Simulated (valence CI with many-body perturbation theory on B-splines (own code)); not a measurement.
## Missing levels of Tm XLVII

Calculated by configuration interaction combined with many-body perturbation theory (CI+MBPT): five valence electrons over a frozen Dirac-Fock core [Ar], a basis of 7 s, 7 p, 8 d, 6 f, 4 g, 1 h functions for each j, with the one-electron correlation potential Σ1, the two-electron term Σ2, the three-electron term Σ3, Breit, model QED; selected CI, second order for the rest, scaled by the run's own slope (own B-spline code, finite nucleus).

The last digits are not significant, and no measured levels were compared; by estimate large intervals hold to a few tenths of a per cent, small ones and those within an open d or f shell to about a per cent. Among the levels kept, up to 260 cm⁻¹ of a level comes from second order outside the variational space, and about a tenth of that is noise between levels of different J, which matters for small intervals. Only levels of the ground parity were solved; by the run's estimate the other parity begins above the list, which can be wrong where configurations are misplaced.

| Level | E (cm⁻¹) |
| --- | --- |
| (3d3/2^4 3d5/2) J=5/2 | 0 |
| (3d3/2^3 3d5/2^2) J=5/2 [a] | ? |
| (3d3/2^3 3d5/2^2) J=7/2 [a] | 405760 |
| (3d3/2^3 3d5/2^2) J=11/2 | 416680 |
| (3d3/2^3 3d5/2^2) J=3/2 [a] | 417680 |
| (3d3/2^3 3d5/2^2) J=9/2 | 454800 |
| (3d3/2^3 3d5/2^2) J=5/2 [b] | 479350 |
| (3d3/2^3 3d5/2^2) J=1/2 | ? |
| (3d3/2^3 3d5/2^2) J=7/2 [b] | ? |
| (3d3/2^3 3d5/2^2) J=3/2 [b] | ? |
| (3d3/2^2 3d5/2^3) J=5/2 [a] | 717160 |
| (3d3/2^2 3d5/2^3) J=7/2 [a] | ? |
| (3d3/2^2 3d5/2^3) J=11/2 | 783050 |
| (3d3/2^2 3d5/2^3) J=9/2 [a] | 797970 |
| (3d3/2^2 3d5/2^3) J=13/2 | 821150 |
| (3d3/2^2 3d5/2^3) J=1/2 [a] | 828770 |
| (3d3/2^2 3d5/2^3) J=3/2 [a] | ? |
| (3d3/2^2 3d5/2^3) J=5/2 [b] | 848730 |
| (3d3/2^2 3d5/2^3) J=9/2 [b] | 887930 |
| (3d3/2^2 3d5/2^3) J=7/2 [b] | 906030 |

Levels are named by their leading jj configuration (3d3/2^4 stands for four electrons in 3d with j = 3/2), which in mixed levels can hold well under half, so a name can repeat and another be missing. Letters in brackets count levels of one name in rising energy.

(1) The levels stand in rising order. What does the calculation give for the missing energies?

Results:

(1) (3d3/2^3 3d5/2^2) J=5/2 [a] 317210; (3d3/2^3 3d5/2^2) J=1/2 500310; (3d3/2^3 3d5/2^2) J=7/2 [b] 515120; (3d3/2^3 3d5/2^2) J=3/2 [b] 628660; (3d3/2^2 3d5/2^3) J=7/2 [a] 778130; (3d3/2^2 3d5/2^3) J=3/2 [a] 838420.
